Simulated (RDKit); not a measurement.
RDKit input (UFF):

```python
from rdkit import Chem
from rdkit.Chem import AllChem, rdDetermineBonds

mol = Chem.MolFromXYZFile('mol.xyz')
rdDetermineBonds.DetermineBonds(mol, charge=0)
print('SMILES', Chem.MolToSmiles(Chem.RemoveHs(mol)))
ff = AllChem.UFFGetMoleculeForceField(mol)
e0 = ff.CalcEnergy()
flag = ff.Minimize(maxIts=5000, forceTol=1e-5)
print(f'energy {e0:.4f} -> {ff.CalcEnergy():.4f} kcal/mol, converged: {flag == 0}')
print(Chem.MolToXYZBlock(mol))
```
mol.xyz:
```
3

C     -0.56687300     0.45164200    -0.01738300
F      0.52970900    -0.26358300     0.01653200
H     -1.36614000    -0.33761100    -0.04448900
```

Output:

```
SMILES [CH]F
energy 3.2662 -> 0.0000 kcal/mol, converged: True
3

C     -0.559451    0.426474   -0.017190
F      0.596663   -0.328986    0.018563
H     -1.440517   -0.247040   -0.046713
```

The geometry given is a B3LYP-D3(BJ)/def2-TZVP minimum.
